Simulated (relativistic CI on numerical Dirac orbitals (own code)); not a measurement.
## Level scheme of Ir19+

Computed by Dirac-Coulomb-Breit CI, KLI orbitals optimised for each configuration, QED by a radiative potential, unscaled Slater integrals (own radial code, finite nucleus).

Configuration list (outside the closed core [Ar] 3d10 4s2): 4p6 4d10 4f12, 4p6 4d10 4f11 5s, 4p6 4d10 4f10 5s2, 4p6 4d10 4f10 5s 5p, 4p6 4d10 4f11 5p, 4p6 4d10 4f10 5p2, 4p6 4d10 4f10 5s 5d, 4p6 4d9 4f13, 4p6 4d10 4f11 5d, 4p6 4d9 4f11 5s2, 4p6 4d8 4f14, 4p6 4d10 4f11 6s, 4p6 4d10 4f11 5f, 4p6 4d9 4f12 5s, 4p6 4d10 4f11 6p, 4p5 4d10 4f13, 4p6 4d10 4f11 6d, 4p6 4d10 4f11 5g, 4p6 4d9 4f12 5p, 4p6 4d10 4f11 7s, 4p6 4d10 4f11 6g, 4p6 4d10 4f11 7d, 4p4 4d10 4f14, 4p5 4d10 4f12 5s, 4p5 4d9 4f14. Levels of other configurations are missing.

The lowest level is 4p6 4d10 4f12 3H_6, with 98 % of that term; Hund's rules for 4p6 4d10 4f12 give 3H with J = 6, in agreement.

| No. | Configuration | Term | J | E (cm⁻¹) | % | Lifetime (s) |
| --- | --- | --- | --- | --- | --- | --- |
| 1 | 4p6 4d10 4f12 | 3H | 6 | 0.0 | 98 |  |
| 2 | 4p6 4d10 4f12 | 3F | 4 | 9350.7 | 59 | 1.47e+04 |
| 3 | 4p6 4d10 4f12 | 3H | 5 | 23752.6 | 100 | 2.82e-03 |
| 4 | 4p6 4d10 4f12 | 3H | 4 | 32327.2 | 42 | 7.01e-03 |
| 5 | 4p6 4d10 4f12 | 3F | 2 | 32612.6 | 58 | 9.59e+01 |
| 6 | 4p6 4d10 4f12 | 3F | 3 | 35637.1 | 100 | 3.59e-03 |
| 7 | 4p6 4d10 4f12 | 3H | 4 | 54639.6 | 52 | 1.61e-03 |
| 8 | 4p6 4d10 4f12 | 3P | 2 | 61671.8 | 46 | 2.42e-03 |
| 9 | 4p6 4d10 4f12 | 3P | 0 | 74472.1 | 87 | 1.14e+00 |
| 10 | 4p6 4d10 4f12 | 1I | 6 | 75184.3 | 98 | 4.16e-03 |
| 11 | 4p6 4d10 4f12 | 3P | 1 | 80525.5 | 100 | 4.65e-03 |
| 12 | 4p6 4d10 4f12 | 3P | 2 | 87485.1 | 48 | 1.46e-03 |
| 13 | 4f11(4I°) 5s | 5I° | 8 | 128548.0 | 95 |  |
| 14 | 4f11(4I°) 5s | 5I° | 7 | 139970.6 | 65 | 6.34e-03 |
| 15 | 4p6 4d10 4f12 | 1S | 0 | 154270.3 | 87 | 3.70e-04 |
| 16 | 4f11(4I°) 5s | 5I° | 6 | 154682.9 | 79 | 7.62e-04 |
| 17 | 4f11(4F°) 5s | 5F° | 5 | 157882.9 | 35 | 6.03e-04 |
| 18 | 4f11(4I°) 5s | 3I° | 7 | 159221.1 | 64 | 5.18e-04 |
| 19 | 4f11(4I°) 5s | 5I° | 5 | 162398.9 | 40 | 2.35e-04 |
| 20 | 4f11(2H°) 5s | 3H° | 4 | 162815.1 | 30 | 3.64e-04 |
| 21 | 4f11(2H°) 5s | 3H° | 6 | 166198.7 | 41 | 1.32e-03 |
| 22 | 4f11(4S°) 5s | 5S° | 2 | 170873.4 | 55 | 1.43e-04 |
| 23 | 4f11(4F°) 5s | 5F° | 4 | 175058.5 | 40 | 4.88e-04 |
| 24 | 4f11(2D°) 5s | 3D° | 1 | 177381.1 | 37 | 2.49e-04 |
| 25 | 4f11(2H°) 5s | 1H° | 5 | 180676.6 | 36 | 2.23e-04 |
| 26 | 4f11(4I°) 5s | 3I° | 6 | 183198.9 | 45 | 2.23e-04 |
| 27 | 4f11(4F°) 5s | 5F° | 3 | 183208.6 | 78 | 1.48e-04 |
| 28 | 4f11(4F°) 5s | 5F° | 2 | 184924.9 | 59 | 2.80e-04 |
| 29 | 4f11(2H°) 5s | 3H° | 5 | 185372.4 | 28 | 3.61e-04 |
| 30 | 4f11(4F°) 5s | 5F° | 4 | 187019.5 | 45 | 2.92e-04 |

Energies count from the lowest computed level; ° marks odd parity; lifetimes are radiative, by E1, M1, E2, M2 decay to levels of this space only; some are left blank where a channel outside the calculation adds to the decay or the decay crosses a small, uncertain gap. Percentages are summed over parent terms; the parents shown are those of the largest component, closed shells are left out there.

The mean weight of the leading LS term, summed over parents, in these 30 levels is 62 %, and that of the leading jj configuration (from the same eigenvectors) 74 %, so jj coupling describes them better and the LS labels are nominal.

At this charge transitions that keep the count of f electrons are usually good to a few per cent. Terms inside the open d or f shell come out 10 to 20 % too wide with unscaled integrals. Levels that differ in their count of f electrons can be misplaced by several ten thousand cm⁻¹, since the correlation energy of f electrons is missing or only estimated; rates across such gaps can be off by orders of magnitude.

LS names give the leading component of a level, which can be under half, so a name can repeat, a term be missing and a line seem to break the LS rules.
